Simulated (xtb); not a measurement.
CdH3NS, SMILES [Cd]([SH])[NH2]. All values are semi-empirical tight-binding results from xtb (GFN2-xTB unless named), good for trends rather than for accurate numbers. Geometry: GFN2-xTB. One conformer was computed; it need not be the lowest.

For metal compounds this method's bond lengths and energies can be far off.

```json
{
 "orbital_gap": "2.88 eV",
 "zero_point_energy": "19.0 kcal/mol",
 "G − E(el) at 298.15 K (modified RRHO)": "-1.0 kcal/mol"
}
```
